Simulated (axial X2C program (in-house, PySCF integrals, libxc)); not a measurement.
# GaCl⁺: from Re and ωe to a spectrum

A bond curve at the PBE0 level, with spin–orbit coupling, was computed with an in-house all-electron X2C program for linear molecules (integrals from PySCF) (basis Ga dyall-cv3z [9s9p7d4f1g], Cl dyall-av3z [9s8p3d2f] (cores contracted in-house)) for the state Ω = 1/2 (⟨Sz⟩ = 0.50, ⟨Lz⟩ = 0.00 at PBE0). Its fit gives Re = 2.0913 Å, ωe = 406.9 cm⁻¹, ωexe = 3.71 cm⁻¹ and αe = 1.336e-03 cm⁻¹; the masses are 68.9256 and 34.9689 u. Two-component means X2C with spin–orbit coupling and atomic mean-field Coulomb and Gaunt terms.

Task: Find the reduced mass, Be and the force constant.

Result: From the PBE0 values: μ = 23.1990 u. Be = 16.8576/(μ Re²) = 0.1661 cm⁻¹. k = 5.8918×10⁻⁷ μ ωe² = 2.26 mdyn/Å.

Task: Estimate the centrifugal constant by the Kratzer relation.

Result: D = 4Be³/ωe² = 1.11e-07 cm⁻¹.

Task: A Morse curve ties αe to the other constants (Pekeris). How well does that hold?

Result: αe(Morse) = 6Be²/ωe × (√(ωexe/Be) − 1) = 1.516e-03 cm⁻¹; the PBE0 curve gives 1.336e-03 cm⁻¹, a ratio of 1.14.

Task: Where do the fundamental and the first overtone lie?

Result: ν(1←0) = ωe − 2ωexe = 399.5 cm⁻¹; ν(2←0) = 2ωe − 6ωexe = 791.5 cm⁻¹.

Task: Estimate De from a Morse curve and compare with the computed well depth of 0.955 eV to Ga+ + Cl.

Result: De(Morse) = ωe²/(4ωexe) = 1.383 eV against 0.955 eV computed, a ratio of 1.45. The extrapolation overshoots: the well softens faster than a Morse curve, or the lowest atomic limit lies below the one to which the curve heads.

One determinant describes the state; a PBE0 search over occupations chose it and may have missed a lower one. De is counted from the lowest determinant-based energies of the atoms at the same level, without counterpoise correction. Density functionals use the spin component along the axis (collinear). The 2c atoms are single determinants rather than J levels; their spin–orbit lowering is only partly caught, and De is too large by that part. This holds for PBE0. Without a current term, density functionals place determinants with orbital angular momentum somewhat too high.
